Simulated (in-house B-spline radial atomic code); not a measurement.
The numbers below are computed, except where a source is named.
S in an electron gas of r_s = 2.2: phase shifts, screening, friction and resistivity

A nucleus sits in a uniform electron gas with a rigid positive background. The Kohn-Sham equations are solved self-consistently in the spin-unpolarised LDA (PW92), non-relativistic, on B-splines with outgoing waves at the boundary and partial waves to l = 8. The model has no lattice, no bands and no magnetic solution. Atomic units; δ_l are the phase shifts at the Fermi level, counted so that each bound state adds π, and good to about 0.0005.

The density parameter is r_s = 2.2 bohr, near that of the valence electrons of Ga (3 per atom, density 5.91 g/cm³, mass 69.72 u, which gives r_s = 2.19).

```
l  δ_l (rad)
0     7.6321
1     5.0507
2     0.4040
3     0.0384
4     0.0057
5     0.0012
6     0.0003
7     0.0003
8     0.0002
```

Bound levels below the band bottom (hartree): s -87.26, s -7.217, p -5.263, s -0.2728.

(1) Check the Friedel sum rule, and say where the screening charge sits.

(2) Find the transport cross section and the electronic stopping of a 10 keV S ion (mass 32.06 u).

(3) What residual resistivity would 1 atomic per cent of such centres give in Ga?

(4) On a substitutional site the background of one host ion, a sphere holding 3 charges, is taken out. The phase shifts for l = 0 to 4 become 7.3239, 4.5870, -0.0595, -0.0375, -0.0087. What follows?

Results:

(1) k_F = (9π/4)^(1/3)/r_s = 0.87234. The rule is Z = (2/π) Σ (2l + 1) δ_l. The terms are s 4.859, p 9.646, d 1.286, f 0.171 and 0.049 beyond, in all 16.011 against Z = 16. Bound states hold 6 s, 6 p, 0 d electrons, so the scattering states carry 4.01 in all; where a term is smaller than its bound count, the bound level has drawn weight out of the band.

(2) σ_tr = (4π/k_F²) Σ (l + 1) sin²(δ_l − δ_(l+1)). The terms for l = 0 to 3 are 0.2823, 1.9914, 0.3834, 0.0043, all together 2.6615, so σ_tr = 16.513 × 2.6615 = 43.951 bohr². With n = 3/(4π r_s³) = 0.02242, the friction coefficient is Q = n k_F σ_tr = 0.8596. For v well below v_F = 0.872, dE/dx = Q v; with 24801 eV per u at v = 1, v = √(10000/(24801 × 32.06)) = 0.1121, so dE/dx = 0.09640 hartree/bohr = 49.6 eV/nm. The largest term couples the p and d waves.

(3) Δρ = k_F n_i σ_tr/n in atomic units of 21.74 μΩ·cm. With one host atom per 3 electrons, n_i/n = 0.01/3, so Δρ = 0.8723 × 0.00333 × 43.951 × 21.74 = 2.78 μΩ·cm. This is an atom added to the gas, as on an interstitial site.

(4) The Friedel sum is now 13.01, for Z − 3 = 13. The sum in σ_tr is 2.1514, so σ_tr = 35.53 bohr² and Δρ = 2.25 μΩ·cm per atomic per cent, 0.81 times the value above. A real host ion scatters too, so this model doesn't give zero even for the host's own atom.
